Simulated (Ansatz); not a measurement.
Cost and result up the ladder for Ca2Se3 (the lowest singlet isomer of a short search) (5 atoms). The state is a singlet with charge 0. Geometry: PBE-D4/def2-SVP.

```xyz
5

Ca    0.431   -0.759   -1.443
Ca   -1.064    0.457    1.225
Se   -2.117   -1.010   -0.726
Se    1.100    1.679   -0.149
Se    1.651   -0.366    1.092
```

Ansatz on 4 threads of AMD EPYC 7B13 on a shared host. Times are rough, and most runs start from the orbitals of an earlier one. PBE0-D4/def2-TZVP serves as the yardstick here, not as an exact answer. Differences are given only for rows in sets of like size (and for xTB, whose basis is part of the method), since another set adds its own error. Binding counts from free atoms at the same level (Ca singlet, Se triplet; other spins of the atoms weren't run), without zero-point energy or a counterpoise term.

B3LYP takes the VWN-RPA correlation. Correlated methods freeze 37 core orbitals; core or outer-core shells of Ca, Se are correlated, in sets that lack core-valence functions. The rows differ in basis, and correlated rows in double-zeta sets carry the largest basis error. The structure comes from a short search, and lower isomers may exist.

Correlated methods converge slowly with the basis, most of all in double-zeta sets.

```csv
level,functions,wall time,binding energy per atom (eV),difference from PBE0-D4/def2-TZVP (eV)
HF/STO-3G,80,0.7 s,1.40,–
PBE-D4/def2-SVP,144,2 s,3.07,–
PBE0-D4/def2-SVP,144,3.2 s,2.96,–
PBE-D4/def2-TZVP (with forces),216,3.7 s,3.04,0.10
B3LYP-D4/def2-TZVP,216,6 s,2.83,-0.11
r2SCAN-D4/def2-TZVP,216,6 s,3.10,0.16
PBE0-D4/def2-TZVP,216,7 s,2.94,0.00
MP2/def2-TZVP,216,7 s,2.73,-0.21
B2PLYP/def2-TZVP,216,9.5 s,2.71,-0.23
PBE-QIDH/def2-TZVP,216,9.5 s,2.84,-0.11
CCSD(T)/def2-SVP,144,28 s,2.44,–
```
